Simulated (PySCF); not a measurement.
trichloroethylene cation (C₂HCl₃), SMILES C(Cl)(=CCl)Cl (connectivity only; charge and spin as stated), charge +1, multiplicity 2.

Coordinates come from a B3LYP-D3(BJ)/def2-SVP optimisation. The spin state was assumed, not searched.

The numbers are results of PySCF with B3LYP-D3(BJ)/def2-SVP, not measurements.

Frequencies are harmonic and unscaled.

Computed vibrational spectrum:
```tsv
mode	ν (cm⁻¹)	IR (km/mol)	moving atoms (share of kinetic energy)
1	150	4.1	C 57 %, Cl 27 %, H 17 %
2	183	1.2	Cl 93 %
3	293	0.4	Cl 88 %, C 11 %
4	405	1.4	Cl 85 %, C 14 %
5	471	3.0	C 79 %, H 16 %
6	662	27.9	C 56 %, Cl 39 %
7	805	15.3	H 64 %, C 36 %
8	947	153.2	C 69 %, Cl 24 %
9	1030	117.4	C 76 %, H 13 %, Cl 11 %
10	1274	12.1	H 67 %, C 32 %
11	1428	5.9	C 86 %, H 13 %
12	3192	45.3	H 92 %, C 8 %
```
